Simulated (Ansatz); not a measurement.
Consider the substitution at a C–B bond: `C=CB(Cl)Cl` + `[OH][SnH3]` → `C=C[O][SnH3]` + `ClBCl`.

Gas-phase electronic energies from Ansatz, PBE0-D4/def2-TZVP geometries. CBS: MP2 limit from def2 TZ/QZ plus the TZ coupled-cluster correction, frozen cores. This one scheme is used for every species. Functionals use def2-TZVPP. B3LYP here is the variant with VWN-RPA as its local correlation; programs differ in this. Elements past krypton have def2 core potentials. For Sn outer-core shells are correlated without core-valence functions, which leaves a few kJ/mol of doubt a bond. Each species was taken in one conformer, which may not be the lowest.

`C=CB(Cl)Cl`:

```xyz
8

C     1.065    0.735   -0.261
C     0.016   -0.032   -0.564
B    -0.931   -0.623    0.492
Cl   -2.282   -1.617   -0.007
Cl   -0.709   -0.336    2.205
H     1.721    1.142   -1.024
H     1.302    0.982    0.769
H    -0.183   -0.253   -1.610
```

`[OH][SnH3]`:

```xyz
6

O    -1.462   -0.266    0.215
Sn    0.414    0.125   -0.240
H    -1.582   -0.534    1.128
H     1.341   -1.287    0.024
H     0.958    1.405    0.753
H     0.330    0.557   -1.881
```

`C=C[O][SnH3]`:

Cartesian coordinates in Å:
```
C -0.303 1.563 -0.379
C 0.009 1.076 0.821
O 0.260 -0.192 1.160
Sn 0.209 -1.674 -0.168
H -0.480 2.622 -0.500
H -0.390 0.941 -1.265
H 0.084 1.744 1.678
H 1.381 -1.342 -1.357
H 0.598 -2.998 0.819
H -1.367 -1.740 -0.808
```

`ClBCl`:

```xyz
4

Cl   -0.445   -1.442   -0.721
B    -0.084    0.101   -0.016
Cl    1.371    0.338    0.897
H    -0.841    1.003   -0.160
```

```csv
level,ΔE (eV)
B2PLYP,0.73
PBE,0.68
B3LYP,0.70
HF/CBS(def2),0.71
```

(1) What does CCSD(T)/CBS give? (An estimate is asked.)

Largest T1 diagnostic among the species: 0.015.

## Answers

(1) The calculation gave: +0.78 eV. The listed levels differ from it by -0.05, -0.10, -0.08, -0.07 eV.

In def2-TZVPP, CCSD(T) changes the Hartree–Fock value by +0.03 eV (the triples alone add −0.00 eV) and MP2 by +0.09 eV. From PBE to PBE0 (25 % exact exchange), in def2-TZVPP and without D4, ΔE moves by +0.04 eV.
